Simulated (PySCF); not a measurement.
C5H8Si, SMILES C[SiH2]C(C#C)=C. Geometry: PBE-D3(BJ)/def2-SVP. This is a generated structure with no PubChem entry under its InChIKey; it may be hypothetical. One conformer was computed; it need not be the lowest.

Computed equilibrium geometry at PBE-D3(BJ)/def2-SVP (PySCF confirms it by a frequency run) as bond lengths and angles (one conformer of several):
Atoms: C1 C2 C3 C4 Si5 C6 H7 H8 H9 H10 H11 H12 H13 H14. Bonded distances (Å): C1–C2 1.228, C1–H7 1.081, C2–C3 1.425, C3–C4 1.360, C3–Si5 1.904, C4–H8 1.103, C4–H9 1.102, Si5–C6 1.886, Si5–H10 1.506, Si5–H11 1.507, C6–H12 1.108, C6–H13 1.109, C6–H14 1.109. Bond angles (°): C2–C1–H7 178.4, C1–C2–C3 175.4, C2–C3–C4 122.9, C2–C3–Si5 115.6, C4–C3–Si5 121.5, C3–C4–H8 121.7, C3–C4–H9 120.9, H8–C4–H9 117.4, C3–Si5–C6 110.3, C3–Si5–H10 108.8, C3–Si5–H11 107.3, C6–Si5–H10 109.9, C6–Si5–H11 111.6, H10–Si5–H11 108.9, Si5–C6–H12 110.8, Si5–C6–H13 109.8, Si5–C6–H14 111.1, H12–C6–H13 108.2, H12–C6–H14 108.5, H13–C6–H14 108.4.
Charge 0, spin multiplicity 1.
